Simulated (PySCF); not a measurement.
Al(Me)2(F) anion (C2H6AlF), SMILES [CH3][Al]([F])[CH3] (connectivity only; charge and spin as stated), charge -1, multiplicity 2. Atoms are numbered in the order given.

```xyz
10

Al     0.4688     0.0990     0.0000
C     -0.1660    -0.8552     1.6574
H      0.2127    -1.8918     1.7235
H     -1.2743    -0.9175     1.6479
H      0.1172    -0.3476     2.5962
C     -0.1660    -0.8552    -1.6574
H      0.1172    -0.3476    -2.5962
H     -1.2743    -0.9175    -1.6479
H      0.2127    -1.8918    -1.7235
F     -0.2459     1.6988     0.0000
```
Charge -1, spin multiplicity 2.

Geometry optimised at r2SCAN-D4/def2-SVPD. The multiplicity is an assumed one; no other spin state was optimised. The isomer is the one that the SMILES or the coordinates give; other isomers of the formula were not compared.

Two levels are set side by side: PBE/pcH-1 (PySCF) and B3LYP/pcH-1 (PySCF). Contact hyperfine couplings, same geometry. Differences are taken from unrounded values.

| quantity | B3LYP | PBE | PBE minus B3LYP |
|---|---|---|---|
| A(iso) of 27Al, atom Al1 (MHz) | 505.8 | 441.9 | -63.9 |
| A(iso) of 13C, atom C2 (MHz) | 88.4 | 82.9 | -5.5 |
| A(iso) of 1H, atom H3 (MHz) | -3.0 | -3.1 | -0.1 |
| A(iso) of 1H, atom H4 (MHz) | 26.3 | 25.3 | -1.0 |
| A(iso) of 1H, atom H5 (MHz) | -1.0 | -1.0 | 0.0 |
| A(iso) of 13C, atom C6 (MHz) | 88.4 | 82.9 | -5.5 |
| A(iso) of 1H, atom H7 (MHz) | -1.0 | -1.0 | 0.0 |
| A(iso) of 1H, atom H8 (MHz) | 26.3 | 25.3 | -1.0 |
| A(iso) of 1H, atom H9 (MHz) | -3.0 | -3.1 | -0.1 |
| A(iso) of 19F, atom F10 (MHz) | 182.3 | 150.2 | -32.0 |

Rough cost on one machine, each run with all the roots and properties that it gave: B3LYP against PBE within a factor of 2.
